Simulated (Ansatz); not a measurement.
C₂H₈B₂Cl₂ (`C[B@H-]1[Cl+][B@@H-](C)[Cl+]1`). The species carries charge 0 and has multiplicity 1.

Z-matrix (Å, degrees):
```
C
B 1 1.563
H 1 1.095 2 110.0
H 1 1.092 2 113.4 3 121.2
H 1 1.095 2 110.0 3 -117.6
Cl 2 1.977 1 112.0 3 -69.3
Cl 2 1.977 1 112.0 3 -173.2
H 2 1.192 1 122.9 3 58.8
B 6 1.977 2 83.1 1 -134.3
C 9 1.563 6 112.0 2 134.3
H 9 1.192 6 106.0 2 -89.2
H 10 1.095 9 110.0 6 69.3
H 10 1.095 9 110.0 6 -173.2
H 10 1.092 9 113.4 6 -51.9
```

Problem. List the harmonic frequencies (cm⁻¹, unscaled) at PBE0-D4/def2-TZVP in Ansatz. (Estimate.)

Solution. Computed: 45, 185, 207, 222, 232, 248, 303, 321, 331, 473, 492, 512, 816, 826, 835, 852, 955, 1010, 1015, 1032, 1076, 1108, 1336, 1337, 1452, 1453, 1458, 1459, 2646, 2651, 3040, 3041, 3110, 3111, 3129, 3130.

Problem. Is this a minimum?

Solution. Yes, all 36 modes are real.

Problem. Give the ideal-gas thermochemistry at 298.15 K and 1 bar (rigid rotor, harmonic oscillator; point group C2v, symmetry number 2).

Solution. Zero-point energy 271.9 kJ/mol; H(298) − E = 297.3 kJ/mol; entropy 374.3 J/(mol·K), of which translation 169.0, rotation 112.2, vibration 93.1; G(298) − E = 185.7 kJ/mol. Modes under 100 cm⁻¹ are hindered rotations or soft bends, so the harmonic entropy is rough.

Problem. And at 400, 500, 600, 800 and 1000 K?

Solution. 
| T (K) | H − E (kJ/mol) | S (J/mol/K) | G − E (kJ/mol) |
| --- | --- | --- | --- |
| 400 | 312.7 | 418.6 | 145.3 |
| 500 | 330.4 | 458.0 | 101.4 |
| 600 | 350.2 | 494.0 | 53.8 |
| 800 | 394.5 | 557.5 | -51.5 |
| 1000 | 443.6 | 612.2 | -168.6 |
